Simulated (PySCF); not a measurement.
Compound: C₆H₉O (doublet state).
Geometry (GFN2-xTB, Å), atoms numbered from 1 in this order:
```xyz
16
C6H9O angstrom
C     -2.321   -0.636   -0.662
C     -1.069   -0.172   -0.026
C     -0.728    1.222    0.390
C      0.761    1.103    0.515
C      1.134   -0.137    0.169
C      2.479   -0.771    0.124
O      0.075   -0.915   -0.188
H     -3.182   -0.332   -0.067
H     -2.452   -0.218   -1.669
H     -2.307   -1.720   -0.747
H     -1.211    1.512    1.336
H     -1.036    1.979   -0.352
H      1.405    1.899    0.831
H      2.524   -1.611    0.815
H      2.684   -1.150   -0.876
H      3.237   -0.043    0.397
```

As a line formula: `C[C]1CC=C(C)O1` [radical].

Theory: UKS B3LYP, pcH-1 on C H O, non-relativistic, mean-field spin-orbit, GIAO in PySCF 2.14.0. Isolated species at its GFN2-xTB geometry, gas phase. A GFN2-xTB geometry isn't a minimum of the functional, and hyperfine couplings can be far from their values at a DFT geometry. Stability of the SCF solution: not tested.

The largest Mulliken spin populations are on C2 (+0.85), C3 (-0.09), C4 (+0.07) and H12 (+0.07). No atom but C2 exceeds +0.15. The angles at C2 add up to 356.6°, so it is nearly planar.

Problem. List the C–H protons on four-coordinate carbons next to a three-coordinate spin centre, with their couplings and θ (C–H bond against the normal to the plane of the centre's neighbours, projected along the bond that joins the two).

Solution. 
| β H | on | centre | θ (°) | cos²θ | a (G) |
| --- | --- | --- | --- | --- | --- |
| H8 | C1 | C2 | 48 | 0.44 | +15.19 |
| H9 | C1 | C2 | 12 | 0.96 | +42.88 |
| H10 | C1 | C2 | 72 | 0.10 | +5.58 |
| H11 | C3 | C2 | 24 | 0.83 | +47.57 |
| H12 | C3 | C2 | 36 | 0.66 | +49.83 |

Fitting the Heller–McConnell form a = ρ(B0 + B2 cos²θ), with Mulliken ρ = 0.85, gives B0 = 0.9 G and B2 = 62.0 G, with a largest miss of 14.5 G.

Problem. What would the freely rotating methyl group on C1 show?

Solution. Three equal couplings, a 1:3:3:1 quartet. The mean of the three values of this geometry estimates the splitting: 21.2 G, or 59.5 MHz (three bonds 120° apart have a mean cos²θ of 1/2 at any torsion).

Couplings in gauss use g_iso = 2.0030.

The run took 54 s of wall time (with the writing of density and orbital grids) on an Arm Neoverse V1 with one thread, on a shared host, and the process peaked at 0.97 GiB of memory.
